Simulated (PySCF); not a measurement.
Isomers of CH4B2O. Isolated molecules, 0 K electronic values unless said otherwise. One relaxed conformer stands for each flexible species; it need not be the lowest. Strings in code marks are SMILES. All members: neutral, multiplicity 1. Level: PBE-D3(BJ)/def2-TZVP // B3LYP-D3(BJ)/def2-TZVP (PySCF). Delta-SCF ions had no search for a lower state.  The removal energy is E(N − 1 electrons) − E(N electrons) at the parent's geometry; ε(HOMO) is measured against the vacuum level.

```tsv
species	−ε(HOMO) (eV)	vertical ionisation energy (Delta-SCF) (eV)
`[H]/B=C/OB` (B–C–O–B torsion 0°, C–O–B–H torsion -180°)	5.44	8.79
`BBC=O` (H–B–B–C torsion 95°, B–B–C–O torsion 87°)	5.82	9.39
`C=BBO` (C–B–B–O torsion 180°, B–B–O–H torsion 0°)	5.85	withheld
`OC1BB1` (H–O–C–B torsion 0°)	5.96	9.19
`B1BOC1`	6.26	9.76
`BB1CO1` (H–B–B–O torsion 92°)	6.74	10.17
`CBB=O` (C–B–B–O torsion 13°)	8.17	11.46
```

Q: Fit vertical ionisation energy (Delta-SCF) = a + b·x to the 6 complete rows by least squares, with x = −ε(HOMO) in eV. Give a, b and the rms residual, and predict the withheld value.

A: Means of the 6 rows: x̄ = 6.3983, ȳ = 9.7933 eV. Σ(x − x̄)² = 4.7197 and Σ(x − x̄)(y − ȳ) = 4.5453, so b = 0.963 and a = ȳ − b·x̄ = 3.632 eV. The rms residual is 0.113 eV. At x = 5.85 the line gives 9.27 eV. The run for `C=BBO` (C–B–B–O torsion 180°, B–B–O–H torsion 0°) gave 9.17 eV, so the line is off by 0.10 eV, within twice the rms residual.

Codes: PySCF.
